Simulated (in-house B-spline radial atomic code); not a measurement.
Al⁺. Computed with a B-spline radial atomic code. Model: non-relativistic spherical atom: semilocal Troullier-Martins pseudo-atom, one channel per l, against all electrons, high spin, G0W0 and RPA with empty states to l = 8, local potential for every l without a channel, a model core (radius 0 = none) keeps its share of the functional.

What the tables leave out is listed at the end.

The pseudopotential gives back the lowest level of each angular momentum of its own functional in the configuration it was made in; a second state of the same l is only approximately right. Exact exchange, RPA and GW see the smooth pseudo-orbitals and miss the exchange with the core, for which the functional's share stands in. The column with an uncorrelated core keeps all orbitals and exact exchange, and so separates missing core correlation from pseudisation. Only the three outermost levels and the lowest empty one were computed. RPA here is direct RPA, with no exchange kernel, and its energies carry an (l + 1/2)⁻⁴ tail. A hybrid on a potential with a model core restores only its own semilocal share of the core's exchange.

Command:
```bash
python run_psgw.py task.json out
```
Settings (lengths in bohr, energies in hartree):
```
Z                      13
electrons              12
configuration          [Ne] 3s2
generated_in           [Ne] 3s2
functional             pbe,pbe
core_shells            1
radius_factor          1
core_correction        False
ion_configuration      [Ne] 3s1
```

Time taken, with all properties: 41 s on 1 thread of Arm Neoverse N1, with other jobs on the host.

Given: made with PBE; model core radius 0 bohr; local radius 0.518 bohr; mean-field start PBE.

Valence shells of the generating configuration: 2s, 2p, 3s.

Channel: s 0.496, p 0.646 (radii in bohr).

Computed: largest level miss in the spin-unpolarised generating configuration 0.018 eV; valence RPA correlation energy pseudo -0.57887 hartree; all-electron RPA polarisability, core included 18.334 bohr³; pseudo-atom RPA polarisability 18.256 bohr³; ionisation by mean-field all-electron 18.76 eV; ionisation by RPA all-electron 19.247 eV; ionisation by RPA pseudo minus all 0.074 eV.

```
     level  occupied  mean-field all-electron (eV)  mean-field pseudo minus all (eV)  G0W0 all-electron (eV)  G0W0 uncorrelated core minus all (eV)  G0W0 pseudo minus all (eV)  exchange self-energy all-electron (eV)  exchange self-energy pseudo (eV)
        3s         1                       -14.785                            -0.018                 -18.974                                  0.002                      -0.071                                 -12.234                           -12.031
3p (empty)         0                       -9.0649                             0.022                 -6.3124                                  0.004                       0.043                                 -3.2088                             -3.07
```

Problem. What is the valence RPA correlation energy all-electron orbitals?

Solution. -0.5892 hartree.

Problem. What is the ionisation by mean-field pseudo minus all?

Solution. 0.023 eV.

Given: mean-field start PBE0.

Computed: valence RPA correlation energy all-electron orbitals -0.56115 hartree; valence RPA correlation energy pseudo -0.55146 hartree; all-electron RPA polarisability, core included 16.237 bohr³; pseudo-atom RPA polarisability 16.132 bohr³; ionisation by mean-field all-electron 18.654 eV; ionisation by RPA all-electron 19.048 eV.

```tsv
level	occupied	mean-field all-electron (eV)	mean-field pseudo minus all (eV)	G0W0 all-electron (eV)	G0W0 uncorrelated core minus all (eV)	G0W0 pseudo minus all (eV)	exchange self-energy all-electron (eV)	exchange self-energy pseudo (eV)
3s	1	-15.739	-0.029	-18.979	0.002	-0.069	-12.111	-11.924
3p (empty)	0	-8.2233	0.028	-6.2337	0.003	0.043	-2.999	-2.8774
```

Problem. What is the ionisation by RPA pseudo minus all?

Solution. 0.071 eV.

Problem. What is the ionisation by mean-field pseudo minus all?

Solution. 0.035 eV.

Given: mean-field start Hartree-Fock.

Computed: valence RPA correlation energy all-electron orbitals -0.49803 hartree; valence RPA correlation energy pseudo -0.48987 hartree; all-electron RPA polarisability, core included 12.759 bohr³; pseudo-atom RPA polarisability 12.6 bohr³; ionisation by mean-field all-electron 17.52 eV; ionisation by RPA all-electron 18.669 eV.

```
     level  occupied  mean-field all-electron (eV)  mean-field pseudo minus all (eV)  G0W0 all-electron (eV)  G0W0 uncorrelated core minus all (eV)  G0W0 pseudo minus all (eV)  exchange self-energy all-electron (eV)  exchange self-energy pseudo (eV)
        3s         1                        -17.75                            -0.069                 -18.867                                  0.002                      -0.067                                 -11.719                           -11.579
        2p         1                       -95.857                             0.399                 -93.212                                  0.064                        0.49                                 -60.261                           -58.274
3p (empty)         0                       -5.3089                             0.035                 -6.0776                                  0.002                       0.047                                 -2.2475                           -2.1653
```

Problem. What is the ionisation by mean-field pseudo minus all?

Solution. 0.068 eV.

Problem. What is the ionisation by RPA pseudo minus all?

Solution. 0.07 eV.

Among the listed levels the largest G0W0 shift of the pseudo-atom is +0.49 eV, for 2p on the Hartree-Fock start, while leaving the core uncorrelated moves that level by +0.06 eV. So pseudisation and the lost core exchange, not the missing core correlation, make the error. Not in the tables (levels of low weight, unsolved or above zero; the highest and the empty levels are kept at any weight): on PBE the G0W0 levels 2p (pseudo minus all +0.20 eV, weights 0.38 and 0.34), 2s (pseudo minus all -0.79 eV, weights 0.07 and 0.02); on PBE0 the G0W0 levels 2p (pseudo minus all +0.42 eV, weights 0.72 and 0.70), 2s (pseudo minus all -0.62 eV, weights 0.42 and 0.43); on Hartree-Fock the G0W0 levels 2s (pseudo minus all -0.78 eV, weights 0.69 and 0.64).
